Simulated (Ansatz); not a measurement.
The cluster Si9⁻. Charge -1, multiplicity 2. Geometry PBE-D4/def2-SVP.

```xyz
9

Si    0.0293   -0.7597    0.9762
Si    1.9804    0.0321    2.0593
Si    1.1206    2.4039   -1.0651
Si   -1.3338   -2.6707    1.1790
Si    2.0450    0.3959   -0.2621
Si    0.3717    1.7311    1.2080
Si   -0.4727    0.6581   -0.9320
Si   -2.2410   -0.0930   -2.2958
Si   -1.4996   -1.6977   -0.8675
```

LC-ωPBE has ω = 0.4 bohr⁻¹. At LC-ωPBE/def2-TZVPD the charge -1 doublet is spin-contaminated (final ⟨S²⟩ up to 0.95, 0.75 for a pure state). The structure comes from a short search, and lower isomers may exist.

Question: Estimate the α-spin orbital energies around the gap (eV) in Ansatz with PBE-D4/def2-SVPD, PBE-D4/def2-TZVPD, PBE0-D4/def2-SVPD, PBE0-D4/def2-TZVPD, LC-ωPBE/def2-TZVPD.

Answer: 
```json
{"orbital": "HOMO−5", "PBE-D4/def2-SVPD": "-2.65", "PBE-D4/def2-TZVPD": "-2.64", "PBE0-D4/def2-SVPD": "-3.51", "PBE0-D4/def2-TZVPD": "-3.48", "LC-ωPBE/def2-TZVPD": "-5.74"}
{"orbital": "HOMO−4", "PBE-D4/def2-SVPD": "-2.62", "PBE-D4/def2-TZVPD": "-2.61", "PBE0-D4/def2-SVPD": "-3.47", "PBE0-D4/def2-TZVPD": "-3.46", "LC-ωPBE/def2-TZVPD": "-5.60"}
{"orbital": "HOMO−3", "PBE-D4/def2-SVPD": "-2.08", "PBE-D4/def2-TZVPD": "-2.08", "PBE0-D4/def2-SVPD": "-2.87", "PBE0-D4/def2-TZVPD": "-2.84", "LC-ωPBE/def2-TZVPD": "-4.89"}
{"orbital": "HOMO−2", "PBE-D4/def2-SVPD": "-1.54", "PBE-D4/def2-TZVPD": "-1.54", "PBE0-D4/def2-SVPD": "-2.33", "PBE0-D4/def2-TZVPD": "-2.31", "LC-ωPBE/def2-TZVPD": "-4.48"}
{"orbital": "HOMO−1", "PBE-D4/def2-SVPD": "-1.46", "PBE-D4/def2-TZVPD": "-1.47", "PBE0-D4/def2-SVPD": "-2.19", "PBE0-D4/def2-TZVPD": "-2.19", "LC-ωPBE/def2-TZVPD": "-4.17"}
{"orbital": "HOMO", "PBE-D4/def2-SVPD": "-1.05", "PBE-D4/def2-TZVPD": "-1.08", "PBE0-D4/def2-SVPD": "-1.84", "PBE0-D4/def2-TZVPD": "-1.85", "LC-ωPBE/def2-TZVPD": "-3.95"}
{"orbital": "LUMO", "PBE-D4/def2-SVPD": "0.20", "PBE-D4/def2-TZVPD": "0.15", "PBE0-D4/def2-SVPD": "0.80", "PBE0-D4/def2-TZVPD": "0.77", "LC-ωPBE/def2-TZVPD": "2.50"}
{"orbital": "LUMO+1", "PBE-D4/def2-SVPD": "0.65", "PBE-D4/def2-TZVPD": "0.59", "PBE0-D4/def2-SVPD": "1.26", "PBE0-D4/def2-TZVPD": "1.22", "LC-ωPBE/def2-TZVPD": "2.86"}
{"orbital": "LUMO+2", "PBE-D4/def2-SVPD": "0.82", "PBE-D4/def2-TZVPD": "0.75", "PBE0-D4/def2-SVPD": "1.38", "PBE0-D4/def2-TZVPD": "1.33", "LC-ωPBE/def2-TZVPD": "3.05"}
{"orbital": "LUMO+3", "PBE-D4/def2-SVPD": "1.02", "PBE-D4/def2-TZVPD": "0.96", "PBE0-D4/def2-SVPD": "1.66", "PBE0-D4/def2-TZVPD": "1.60", "LC-ωPBE/def2-TZVPD": "3.41"}
{"orbital": "LUMO+4", "PBE-D4/def2-SVPD": "1.38", "PBE-D4/def2-TZVPD": "1.32", "PBE0-D4/def2-SVPD": "1.96", "PBE0-D4/def2-TZVPD": "1.91", "LC-ωPBE/def2-TZVPD": "3.55"}
{"orbital": "LUMO+5", "PBE-D4/def2-SVPD": "1.85", "PBE-D4/def2-TZVPD": "1.75", "PBE0-D4/def2-SVPD": "2.54", "PBE0-D4/def2-TZVPD": "2.42", "LC-ωPBE/def2-TZVPD": "4.00"}
{"orbital": "β HOMO", "PBE-D4/def2-SVPD": "-1.33", "PBE-D4/def2-TZVPD": "-1.34", "PBE0-D4/def2-SVPD": "-2.01", "PBE0-D4/def2-TZVPD": "-2.00", "LC-ωPBE/def2-TZVPD": "-4.04"}
{"orbital": "β LUMO", "PBE-D4/def2-SVPD": "-0.52", "PBE-D4/def2-TZVPD": "-0.55", "PBE0-D4/def2-SVPD": "0.09", "PBE0-D4/def2-TZVPD": "0.08", "LC-ωPBE/def2-TZVPD": "1.95"}
```
